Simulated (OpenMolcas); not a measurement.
Pr4+ among 6 point charges of -1 e arranged as a tetragonal octahedron (D4h). The axial distance is 0.95 times the equatorial one, R.

```json
{"Program": "OpenMolcas", "Method": "SS-CASPT2, IPEA 0.25 Eh, imaginary shift 0.1 Eh (closed shells correlated: 5s 5p)", "Basis": "ANO-RCC-VDZP [7s6p4d2f1g]", "Scalar Hamiltonian": "DKH2, point nucleus", "Active space": "1 electron in 7 orbitals (4f)", "State averaging": "2S+1 = 2 odd, 7 roots", "Spin-orbit coupling": "state interaction with AMFI integrals over the reference wave functions"}
```

All point charges move together. At R = 2.33 Å the width of the lowest J multiplet is 411 cm-1, and at R = 2.57 Å it is 277 cm-1.

Task: A third run gives 238 cm-1. What distance was it run at?

Result: With a power law R^-n the two known points give n = -ln(277 / 411) / ln(2.57 / 2.33) = 4.02. Then R = 2.33 × (411 / 238)^(1/4.02) = 2.669 Å. The run was at 2.72 Å, so the estimate is off by -0.051 Å.

This is an electrostatic model: the charges have no orbitals. No measured value stands beside these numbers.
